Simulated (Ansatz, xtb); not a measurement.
Relative energy of two isomers of C5H4BrFO

Structure I: `O=C1CCC(F)=C1Br`, a singlet. Structure II: `Cc1c(Br)coc1F`, a singlet. Both are isolated molecules in the gas phase, relaxed with B3LYP-D3(BJ)/def2-SVP; the shapes shown needn't be the lowest conformers.

I (Å):

| atom | x (Å) | y (Å) | z (Å) |
| --- | --- | --- | --- |
| C | -1.5799 | 0.8153 | 0.7311 |
| C | -1.7529 | -0.3110 | 1.7639 |
| C | -1.3390 | -1.6152 | 1.0536 |
| C | -0.9590 | -1.1512 | -0.3171 |
| C | -1.0839 | 0.1758 | -0.5138 |
| Br | -0.7102 | 1.1238 | -2.0790 |
| F | -0.5439 | -2.0288 | -1.2096 |
| O | -1.8066 | 1.9852 | 0.9114 |
| H | -1.1300 | -0.0846 | 2.6424 |
| H | -2.7986 | -0.3210 | 2.1062 |
| H | -2.1538 | -2.3565 | 0.9928 |
| H | -0.4860 | -2.1229 | 1.5347 |

II (Å):

```yaml
atoms:
  - { symbol: C, position_ang: [-2.3994, -0.0132, 1.9719] }
  - { symbol: C, position_ang: [-1.5171, -0.2947, 0.8013] }
  - { symbol: C, position_ang: [-0.9455, -1.5582, 0.3905] }
  - { symbol: C, position_ang: [-0.2048, -1.3484, -0.7354] }
  - { symbol: C, position_ang: [-1.0488, 0.5676, -0.1452] }
  - { symbol: Br, position_ang: [-1.1984, -3.1946, 1.2773] }
  - { symbol: F, position_ang: [-1.2299, 1.8600, -0.3019] }
  - { symbol: O, position_ang: [-0.2722, -0.0199, -1.0661] }
  - { symbol: H, position_ang: [-3.3283, -0.6036, 1.9199] }
  - { symbol: H, position_ang: [-2.6692, 1.0515, 2.0091] }
  - { symbol: H, position_ang: [-1.8996, -0.2763, 2.9181] }
  - { symbol: H, position_ang: [0.3894, -1.9880, -1.3788] }
```

Energies in hartree; the thermal terms are from GFN2-xTB frequencies at re-optimised GFN2-xTB minima (ideal gas, soft modes damped towards free rotors, one conformer each, 298.15 K, 1 atm) and include the zero-point energy:

```
                               I            II
E, CCSD(T)/def2-SVP  −2939.085673  −2939.070967
    E, MP2/def2-SVP  −2939.007771  −2938.996142
  E, MP2/def2-TZVPP  −2940.049785  −2940.036408
  zero-point energy      0.077713      0.077775
       H(298 K) − E      0.086256      0.086552
       G(298 K) − E      0.043960      0.043899
```

Task: Correct the CCSD(T) difference for the basis set by the MP2 change, then work out ΔE, ΔE₀, ΔH and ΔG for I → II in kcal/mol (1 Eh = 627.51 kcal/mol) and the equilibrium ratio [II]/[I].

Result: 1. Differences II − I: CCSD(T) +0.014706, MP2 in the small set +0.011629, MP2 in the large set +0.013377 Eh.
2. ΔE = +0.014706 + (+0.013377 − (+0.011629)) = +0.016454 Eh = +10.33 kcal/mol.
3. ΔE₀ = ΔE + ΔZPE = +0.016454 + (+0.000062) Eh = +10.36 kcal/mol.
4. ΔH = ΔE + (+0.000296) Eh = +10.51 kcal/mol.
5. ΔG = ΔE + (−0.000061) Eh = +10.29 kcal/mol, so ΔS = (ΔH − ΔG)/T = +3.1 J/(mol K).
6. kT = 0.9442 mEh, so K = [II]/[I] = exp(−ΔG/kT) = exp(−17.36) ≈ 2.9 × 10^−8.

Structure I is favoured at this temperature. An error of 1 kcal/mol in ΔG would change K by a factor of 5.4. GFN2-xTB, HF/STO-3G gave ΔE the other sign. Mirror images and further conformers aren't counted.

As drawn, II has 3 C∷C, 2 C∷O in place of 1 C=O, 3 C–C, 1 C=C (∷ is an aromatic bond). Structure I has a 5-membered ring, II a 5-membered ring (with an aromatic ring).

Other levels gave ΔE = −10.0 (GFN2-xTB); −3.0 (HF/STO-3G, GFN2-xTB geometries); +9.0 (r2SCAN-D4/def2-SVP, GFN2-xTB geometries); +8.6 (B3LYP-D3(BJ)/def2-SVP); +12.7 (HF/def2-SVP); +7.3 (MP2/def2-SVP); +9.2 (CCSD(T)/def2-SVP) kcal/mol. The correlated steps freeze 16 core orbitals; the filled d shell of Br is correlated, in a basis made for valence electrons. Programs: Ansatz 0.2.0, xtb 6.7.1.
